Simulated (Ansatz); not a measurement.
C$_{2}$H$_{9}$NOSi$_{2}$ (`C=C[SiH2]N[SiH2]O`). The species carries charge 0 and has multiplicity 1.

| atom | x (Å) | y (Å) | z (Å) |
| --- | --- | --- | --- |
| C1 | -0.213 | -0.092 | 2.161 |
| C2 | 0.993 | -0.384 | 1.680 |
| Si3 | 1.527 | 0.048 | -0.051 |
| N4 | 0.274 | 0.834 | -0.942 |
| Si5 | -0.997 | 0.096 | -1.835 |
| O6 | -2.377 | -0.190 | -0.980 |
| H7 | -0.953 | 0.427 | 1.558 |
| H8 | -0.512 | -0.348 | 3.174 |
| H9 | 1.696 | -0.899 | 2.335 |
| H10 | 1.890 | -1.201 | -0.772 |
| H11 | 2.721 | 0.934 | 0.016 |
| H12 | 0.175 | 1.826 | -0.774 |
| H13 | -1.434 | 1.011 | -2.913 |
| H14 | -0.443 | -1.184 | -2.344 |
| H15 | -2.346 | -0.877 | -0.313 |

Task: What are the harmonic wavenumbers in cm⁻¹ at PBE0-D4/def2-TZVP (Ansatz, finite differences of forces, unscaled)? (Best estimate.)

Result: Computed: 38, 48, 116, 167, 193, 244, 317, 376, 422, 447, 577, 605, 662, 728, 769, 835, 858, 877, 903, 935, 944, 949, 964, 1005, 1019, 1053, 1196, 1288, 1437, 1667, 2209, 2218, 2231, 2261, 3123, 3135, 3210, 3600, 3915.

Task: Is this a minimum?

Result: Yes, all 39 modes are real.

Task: Give the ideal-gas thermochemistry at 298.15 K and 1 bar (rigid rotor, harmonic oscillator; point group C1, symmetry number 1).

Result: Zero-point energy 284.4 kJ/mol; H(298) − E = 311.6 kJ/mol; entropy 401.1 J/(mol·K), of which translation 168.5, rotation 119.1, vibration 113.5; G(298) − E = 192.0 kJ/mol. Modes under 100 cm⁻¹ are hindered rotations or soft bends, so the harmonic entropy is rough.

Task: Rotational constants (cm⁻¹)?

Result: 0.1133, 0.04873, 0.0367.
